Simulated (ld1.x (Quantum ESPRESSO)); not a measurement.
## Configuration tests for rhenium (Re) (TM)

```json
{"Element": "Re", "Generator": "ld1.x (Quantum ESPRESSO) 7.5", "Type": "norm-conserving Troullier–Martins (Kleinman–Bylander form)", "Functional": "PBE", "Relativity": "fully relativistic", "Frozen core": "[Xe] 4f14", "Valence charge": "7", "Reference configuration": "5d5 6s1 6p1", "Partial waves": "6s (bound): rc 2.30 bohr; 6p (bound): rc 3.20 bohr; 5d (bound): rc 1.65 bohr", "Local potential": "all-electron potential smoothed inside 2.75 bohr (lloc = -1)", "Core correction": "Bessel-smoothed model core, default radius (core density twice the valence density)"}
```

Open shells are filled in proportion to 2j + 1 (rel_dist='average').

Energies are relative to the spin-unpolarised reference configuration 5d5 6s1 6p1; without spin polarisation the order of configurations can differ from experiment.

```tsv
valence configuration	charge	ΔE all-electron (eV)	error AE − PS (meV)
5d5 6s2 6p0	0	-4.742	-3.1
5d5 6s1 6p0	+1	4.512	-4.6
5d5 6s0 6p1	+1	10.258	-2.5
5d5.5 6s1.5 6p0	0	-4.363	-16
5d6 6s1 6p0	0	-3.806	-55
```

Q: What are ΔE and the potential's error for 5d5 6s0 6p0?

A: ΔE = 20.837 eV all-electron; the error (AE − PS) is -28 meV.

Q: What are ΔE and the potential's error for 5d4 6s2 6p1?

A: ΔE = 0.265 eV all-electron; the error (AE − PS) is -73 meV.
